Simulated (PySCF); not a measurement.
Dipole response of Sc (scandium, neutral)

[Ar] 3d1 4s2, 2D determinant. Computed with PySCF 2.14 in aug-cc-pVTZ (8s7p5d3f2g, 93 functions), with the non-relativistic Hamiltonian (point nucleus). Coupled (time-dependent) response in atomic units; α is the mean over directions.

| method | mean α (bohr³) | α xx, yy, zz | C₆ (like pair) | S(−4) |
| --- | --- | --- | --- | --- |
| PW91 | 126.1 | 122.6, 122.6, 133.2 | 1538 | 8923 |
| B3LYP | 121.8 | 119.3, 119.3, 126.8 | 1508 | 7455 |

S(−4) is the Cauchy moment in α(ω) = α(0) + S(−4) ω² + …

Reference α: 97 ± 10 bohr³ (recommended; Schwerdtfeger and Nagle, table of static dipole polarizabilities (2023 update)). Published C₆: 1383 (Chu and Dalgarno (2004); Tang, Norbeck and Certain (1976)).

α(iu) at B3LYP:

| u (hartree) | α(iu) (bohr³) |
| --- | --- |
| 0 | 121.8 |
| 0.0500 | 105.9 |
| 0.100 | 76.83 |
| 0.200 | 38.40 |
| 0.300 | 22.23 |
| 0.500 | 10.71 |
| 0.750 | 6.092 |
| 1.00 | 4.126 |
| 1.50 | 2.359 |
| 2.00 | 1.546 |
| 3.00 | 0.8090 |
| 5.00 | 0.3316 |

A single London oscillator, α(iu) = α/(1 + u²/ω²), gives C₆ = (3/4) ω α². Matching the computed C₆ needs ω = 4 × 1508 / (3 × 121.8²) = 0.136 hartree.

The components differ because the open shell of this determinant is not spherical; for a pure term their mean is the scalar polarisability.

⟨L²⟩ = 7.34 against 6 for a pure D term, so this real determinant mixes terms. ⟨S²⟩ = 1.14 against 0.75 shows spin contamination.
